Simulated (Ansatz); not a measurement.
Consider the cleavage of the Si–Si bond: `C[SiH](F)[SiH2]Cl` + H₂S → `C[SiH](F)S` + `[SiH3]Cl`.

Calculated with Ansatz (gas phase, PBE0-D4/def2-TZVP geometries, no zero-point term in ΔE). CCSD(T)/CBS adds triple-zeta CCSD(T) − MP2 to the extrapolated MP2 energy (def2 sets, frozen cores). This one scheme is used for every species. DFT in def2-TZVPP. Each species was taken in one conformer, which may not be the lowest.

```
            species  r2SCAN0 energy (Eh)
`C[SiH](F)[SiH2]Cl`          -1180.78675
                H₂S           -399.36997
       `C[SiH](F)S`           -828.69544
         `[SiH3]Cl`           -751.49161
```

**Question.** Work out ΔE.

**Answer.** ΔE = (-828.69544) + (-751.49161) − (-1180.78675) − (-399.36997) = -0.03033 Eh = -0.83 eV. CCSD(T)/CBS gives -0.80 eV.

**Question.** What do rigid-rotor, harmonic-oscillator terms from PBE0-D4/def2-TZVP frequencies (298.15 K, 1 bar) make of the CCSD(T)/CBS value? (Estimate.)

**Answer.** The calculation gave: ΔZPE = +0.05 eV, ΔH = -0.79 eV, ΔS = -9 J/(mol·K), ΔG = -0.77 eV. Modes under 50 cm⁻¹ make the entropy rough.

Largest T1 diagnostic among the species: 0.011.

At CCSD(T), def2-SVP lies +0.05 eV from the extrapolated value and def2-TZVPP +0.01 eV. From PBE to PBE0 (25 % exact exchange), in def2-TZVPP and without D4, ΔE moves by −0.04 eV.
